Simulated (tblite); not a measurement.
Compound: C5H12O2Si2.
Atom-mapped SMILES: `[CH2:1]=[C:2]([CH3:3])[Si@@H:4]1[CH2:5][C@@H:6]1[SiH:7]([OH:8])[OH:9]` (hydrogens: H10, H11 on C1; H12, H13, H14 on C3; H15 on Si4; H16, H17 on C5; H18 on C6; H19 on Si7; H20 on O8; H21 on O9)

Computed with GFN2-xTB (tblite), gas phase: L-BFGS steps from a force-field or distance-geometry start until the largest atomic force falls under 0.01 eV/Å.

The end geometry, which sets the zero of energy:
```
atom  x, y, z in Å
C1     -2.6317    1.1949   -0.8345
C2     -1.8114    0.4111   -0.1454
C3     -1.7569    0.4514    1.3500
Si4    -0.6984   -0.8164   -1.0239
C5      0.3396   -2.0347   -0.0415
C6      1.1794   -0.9540   -0.7561
Si7     2.2999    0.1723    0.2417
O8      2.9724    1.3432   -0.6873
O9      1.4521    0.9905    1.3628
H10    -3.2929    1.8993   -0.3519
H11    -2.6795    1.1682   -1.9105
H12    -2.0911   -0.5015    1.7594
H13    -0.7331    0.6113    1.6808
H14    -2.3905    1.2435    1.7459
H15    -1.1657   -1.2330   -2.3447
H16     0.4926   -3.0502   -0.3799
H17     0.3446   -1.9719    1.0373
H18     1.6932   -1.3544   -1.6267
H19     3.3647   -0.5705    0.9222
H20     3.4471    1.1028   -1.4750
H21     1.6567    1.9150    1.4767
```

Problem. These geometries come from the run, each turned onto the end geometry. Order them by energy, lowest first.
A.
```
atom  x, y, z in Å
C1     -2.5703    1.2294   -0.8166
C2     -1.7744    0.4147   -0.1345
C3     -1.7496    0.4180    1.3638
Si4    -0.6724   -0.8123   -1.0296
C5      0.3292   -2.0436   -0.0200
C6      1.1947   -0.9713   -0.7182
Si7     2.3247    0.1794    0.2484
O8      2.8825    1.3549   -0.7486
O9      1.5682    0.9832    1.4406
H10    -3.2158    1.9505   -0.3368
H11    -2.6164    1.2170   -1.8928
H12    -2.2217   -0.4939    1.7288
H13    -0.7284    0.4322    1.7379
H14    -2.2883    1.2769    1.7620
H15    -1.1191   -1.1716   -2.3723
H16     0.4894   -3.0622   -0.3498
H17     0.3038   -1.9786    1.0602
H18     1.7075   -1.3888   -1.5802
H19     3.4363   -0.5114    0.8969
H20     3.4029    1.1110   -1.5044
H21     1.3083    1.8831    1.2647
```
B.
```
atom  x, y, z in Å
C1     -1.7590    1.5250   -0.8213
C2     -1.6391    0.4198   -0.0958
C3     -2.2339    0.3320    1.2788
Si4    -0.7211   -1.0841   -0.7717
C5      0.4928   -2.1068    0.2403
C6      1.1666   -1.1827   -0.7973
Si7     2.2271    0.2245   -0.1861
O8      2.0949    1.4015   -1.3097
O9      1.5737    0.6565    1.2479
H10    -2.3045    2.3894   -0.4652
H11    -1.3189    1.6250   -1.8002
H12    -2.8626   -0.5536    1.3646
H13    -1.4336    0.2539    2.0146
H14    -2.8296    1.2174    1.4974
H15    -1.4404   -1.7803   -1.8340
H16     0.6088   -3.1634    0.0450
H17     0.6982   -1.8784    1.2757
H18     1.6085   -1.7184   -1.6272
H19     3.6503   -0.0944    0.0233
H20     2.3859    2.2907   -1.1246
H21     2.0270    1.2432    1.8449
```
C.
```
atom  x, y, z in Å
C1     -2.5118    1.2632   -0.8252
C2     -1.7661    0.4104   -0.1334
C3     -1.7640    0.4176    1.3645
Si4    -0.6931   -0.8598   -1.0055
C5      0.3648   -2.0606   -0.0221
C6      1.1883   -0.9808   -0.7586
Si7     2.2823    0.1830    0.2311
O8      2.8701    1.3874   -0.7125
O9      1.4492    0.9584    1.3917
H10    -3.1398    1.9965   -0.3413
H11    -2.5321    1.2671   -1.9021
H12    -2.2393   -0.4882    1.7406
H13    -0.7437    0.4360    1.7393
H14    -2.3018    1.2804    1.7545
H15    -1.1868   -1.2978   -2.3088
H16     0.5208   -3.0769   -0.3568
H17     0.3841   -1.9907    1.0565
H18     1.7001   -1.3859   -1.6280
H19     3.3813   -0.5187    0.8942
H20     3.3452    1.1687   -1.5069
H21     1.3833    1.9075    1.3281
```
D.
```
atom  x, y, z in Å
C1     -2.4678    1.2837   -0.8315
C2     -1.7528    0.4099   -0.1318
C3     -1.7527    0.4227    1.3661
Si4    -0.6829   -0.8648   -1.0035
C5      0.3310   -2.0652    0.0210
C6      1.1966   -1.0401   -0.7512
Si7     2.3116    0.1568    0.1731
O8      2.7170    1.4122   -0.7989
O9      1.5217    0.8525    1.4107
H10    -3.0953    2.0223   -0.3534
H11    -2.4649    1.2847   -1.9086
H12    -2.2280   -0.4762    1.7585
H13    -0.7308    0.4411    1.7331
H14    -2.2819    1.2877    1.7616
H15    -1.1965   -1.2606   -2.3123
H16     0.4441   -3.1034   -0.2632
H17     0.3441   -1.9460    1.0963
H18     1.7037   -1.4809   -1.6049
H19     3.4719   -0.4638    0.7952
H20     3.4544    1.4313   -1.3947
H21     1.1484    1.7129    1.2380
```
E.
```
atom  x, y, z in Å
C1     -1.6307    1.4198   -0.8302
C2     -1.6249    0.3462   -0.0659
C3     -2.2430    0.3989    1.2919
Si4    -0.8359   -1.1986   -0.7147
C5      0.5480   -2.0878    0.1764
C6      1.0218   -1.0927   -0.9295
Si7     1.9824    0.3406   -0.2063
O8      1.9761    1.7226   -1.1569
O9      1.5276    0.6612    1.3923
H10    -2.0925    2.3460   -0.5025
H11    -1.1880    1.3777   -1.8073
H12    -2.8458   -0.4926    1.5006
H13    -1.4868    0.5722    2.0707
H14    -2.9144    1.2657    1.3380
H15    -1.6367   -2.0186   -1.5871
H16     0.6783   -3.1183   -0.1338
H17     0.8328   -1.8203    1.1923
H18     1.4629   -1.5328   -1.8155
H19     3.3774   -0.1560   -0.0958
H20     2.8196    2.1563   -1.0635
H21     2.2628    0.9275    1.9462
```

Solution. C (0.005 eV), A (0.019 eV), D (0.062 eV), B (0.181 eV), E (0.593 eV).

In the order of the answer:

```
step  E above end (eV)  largest force (eV/Å)  rms force component (eV/Å)  rms distance from end (Å)  rms bond change (Å)  bond most changed (Å)
 183             0.005                  0.03                       0.010                      0.120                0.001         Si7–H19 -0.003
 170             0.019                  0.08                       0.028                      0.123                0.002         Si7–H19 -0.005
 155             0.062                  0.20                       0.054                      0.207                0.003         Si7–H19 -0.010
  43             0.181                  0.11                       0.036                      0.806                0.005          C2–Si4 +0.012
   1             0.593                  1.38                       0.344                      0.864                0.021          Si7–O9 +0.066
```

What follows is the cost of the whole relaxation. The run took 4.4 s on one thread of an Arm Neoverse N1, on a shared host.
